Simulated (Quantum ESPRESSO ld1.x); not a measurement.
Species: the tungsten ion W3+. Configuration: [Xe] 4f14 5d3. Calculated with ld1.x of Quantum ESPRESSO 7.5: Dirac Kohn-Sham, PBE, spin-unpolarised, spherical densities, point nucleus; open shells fill j = l - 1/2 first.

Normalised radial functions P(r) = r R(r) (large component), r in bohr:

```
   r/bohr * 5s1/2, o 4f5/2 (the largest magnitude, 1.31, reaches the edge; | marks zero, & curves that meet)
 0.003027                             o  *
 0.003496                             o  *
  0.00407                             o  *
 0.004738                             o   *
 0.005472                             o   *
 0.006371                             o   *
 0.007416                             o   *
 0.008565                             o   *
 0.009971                             o   *
  0.01161                             o  *
  0.01341                             o  *
  0.01561                             o *
  0.01817                             o*
  0.02098                             &
  0.02443                            *o
  0.02844                           * o
  0.03284                         *   o
  0.03823                        *    o
  0.04451                       *     o
   0.0514                       *     |o
  0.05984                       *     |o
  0.06966                         *   |o
  0.08045                           * | o
  0.09366                             | *o
    0.109                             |   o*
   0.1259                             |     o *
   0.1466                             |        &
   0.1707                             |       *  o
   0.1971                             |    *         o
   0.2295                             *                 o
   0.2671                       *     |                    o
   0.3085                  *          |                       o
   0.3591                *            |                         o
   0.4181                  *          |                          o
   0.4828                        *    |                          o
   0.5621                             |  *                     o
   0.6544                             |           *         o
   0.7557                             |                  &
   0.8798                             |              o       *
    1.024                             |           o           *
    1.183                             |        o           *
    1.377                             |     o         *
    1.603                             |   o      *
    1.851                             |  o   *
    2.155                             |o  *
    2.509                             |o*
    2.898                             o*
    3.373                             &
    3.927                             &
    4.535                             &
     5.28                             &
    6.147                             &
    7.099                             &
    8.264                             &
```

5s1/2: eigenvalue -107.37 eV, 4 radial nodes at r = 0.0218, 0.0872, 0.227, 0.532 bohr, <r> = 1.07 bohr, 90 % of the charge inside 1.53 bohr. 4f5/2: eigenvalue -62.959 eV, 0 radial nodes, <r> = 0.602 bohr, 90 % of the charge inside 0.997 bohr.
